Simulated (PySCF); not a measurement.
## Mayer bond orders and bond lengths

C7H9NOSi.
Atom-mapped SMILES: `[CH2:1]=[CH:2][CH2:3]/[CH:4]=[CH:5]\[Si@@H:6]([C:7]#[N:8])[CH:9]=[O:10]` (hydrogens: H11, H12 on C1; H13 on C2; H14, H15 on C3; H16 on C4; H17 on C5; H18 on Si6; H19 on C9)

Geometry (GFN2-xTB, Å), atoms numbered from 1 in this order:
```
atom  x, y, z in Å
C1     2.0892    1.8294    0.1258
C2     2.2484    0.5523    0.4131
C3     1.5342   -0.5606   -0.3009
C4     0.6888   -1.3214    0.6674
C5    -0.6380   -1.4086    0.6390
Si6   -1.7711   -0.6392   -0.6505
C7    -3.5175   -0.9654   -0.0669
N8    -4.5835   -1.1673    0.3007
C9    -1.6140    1.2818   -0.6136
O10   -0.9375    1.9008   -1.3940
H11    2.6162    2.6018    0.6597
H12    1.4290    2.1564   -0.6606
H13    2.9113    0.2414    1.2108
H14    0.9299   -0.1520   -1.1114
H15    2.2802   -1.2411   -0.7262
H16    1.2427   -1.8105    1.4616
H17   -1.1245   -1.9867    1.4164
H18   -1.6363   -1.1310   -2.0222
H19   -2.1573    1.8288    0.1863
```

Bond orders from the PBE0/pcSseg-1 density (PySCF). Geometry: GFN2-xTB, one conformer, isolated molecule.

Question: How far do the computed orders between heavy atoms stray from the drawn ones?

Answer: The largest departure is 0.187, at Si6–C7 (drawn single, 0.813). Drawn single, order below 0.88: Si6–C7 (0.813) and Si6–C9 (0.822).

Question: Set the Mayer orders of the bonds between heavy atoms beside their lengths.

Answer: 
| bond | drawn as | length (Å) | Mayer order |
| --- | --- | --- | --- |
| C1–C2 | double | 1.319 | 2.001 |
| C2–C3 | single | 1.503 | 0.999 |
| C3–C4 | single | 1.494 | 1.028 |
| C4–C5 | double | 1.330 | 1.931 |
| C5–Si6 | single | 1.881 | 0.917 |
| Si6–C7 | single | 1.870 | 0.813 |
| C7–N8 | triple | 1.146 | 2.923 |
| Si6–C9 | single | 1.928 | 0.822 |
| C9–O10 | double | 1.204 | 1.925 |

By pair of heavy elements: C–C: lowest C2–C3 (0.999, 1.503 Å), highest C1–C2 (2.001, 1.319 Å). C–Si: lowest Si6–C7 (0.813, 1.870 Å), highest C5–Si6 (0.917, 1.881 Å); in 1 of the 3 pairs the longer bond (by over 0.003 Å) has the higher order (by 0.02 or more).

Question: And the bonds to hydrogen?

Answer: C–H: 0.90 to 0.95 (8 bonds); H–Si: 0.96 (1 bond).

Question: Sum the orders of all bonds at each heavy atom with more than one neighbour and set the sums beside the valence in the SMILES.

Answer: C1 3.895 (drawn 4), C2 3.955 (drawn 4), C3 3.892 (drawn 4), C4 3.907 (drawn 4), C5 3.776 (drawn 4), Si6 3.508 (drawn 4), C7 3.736 (drawn 4), C9 3.644 (drawn 4). Orders between atoms that aren't bonded are not in these sums.

For a closed shell the Mayer order of atoms A and B is Σ (PS)μν (PS)νμ over the basis functions μ on A and ν on B, with P the density and S the overlap matrix.
